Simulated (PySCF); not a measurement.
# Spin states and ions at one geometry of [Re3]+

PySCF 2.14.0, UKS BP86, Re def2-SVP with ECP60; non-relativistic Hamiltonian with scalar-relativistic core potentials where named; density fitting; no spin-orbit coupling; singlets restricted, open shells unrestricted. The geometry is relaxed for charge +1, triplet, vacuum:

```xyz
3

Re    1.3231   -0.0059    0.0000
Re   -0.6596    1.1502    0.0000
Re   -0.6636   -1.1443    0.0000
```

Energies count from the relaxed state; an electron taken off or put on is at rest in vacuum. Charges and spins are Mulliken's.

| state | energy (eV) | spin squared | charge on Re1 (e) | spin on Re1 (e) | dipole about the centre of mass (D) |
| --- | --- | --- | --- | --- | --- |
| charge +1, triplet, vacuum | 0.00 | 2.86 | 0.36 | 1.24 | 0.14 |
| charge +1, quintet, vacuum | -0.19 | 6.00 | 0.33 | 1.33 | 0.00 |
| charge +2, doublet, vacuum | 12.12 | 1.75 | 0.70 | 0.65 | 0.25 |
| charge 0, doublet, vacuum | -6.44 | 1.32 | 0.01 | 0.32 | 0.22 |
| charge 0, quartet, vacuum | -6.49 | 3.77 | -0.05 | 0.84 | 0.53 |

Problem. What does the state charge +2, quartet, vacuum give?

Solution. energy (eV) 11.97, spin squared 3.81, charge on Re1 (e) 0.65, spin on Re1 (e) 1.33, dipole about the centre of mass (D) 0.29.

With an electron taken off (quartet, the lower of the two states computed) the charges change, summed by element, by Re +1.00 e. The vertical ionisation energy is 11.97 eV, against −ε(HOMO) = 9.22 eV over both spins of the relaxed state. The level lies 2.7 eV too high, as is usual for semilocal functionals and global hybrids, which keep a self-interaction error.

With an electron put on (quartet, the lower of the two states computed) the charges change, summed by element, by Re -1.00 e. The vertical electron affinity is 6.49 eV, against −ε(LUMO) = 8.82 eV over both spins of the relaxed state.

Open shells may have lower solutions than those found. Hard to converge, so the more doubtful: charge +2, quartet, vacuum; charge 0, doublet, vacuum; charge 0, quartet, vacuum. Strongly mixed with higher spins, so no pure states, and their order against close states isn't settled: charge +1, triplet, vacuum; charge +2, doublet, vacuum; charge 0, doublet, vacuum.

The relaxed state isn't the lowest spin state tried at its geometry. No frequency check is given that shows the relaxed geometry to be a minimum. The relaxed state is spin-contaminated (spin squared 2.86 against 2.00).
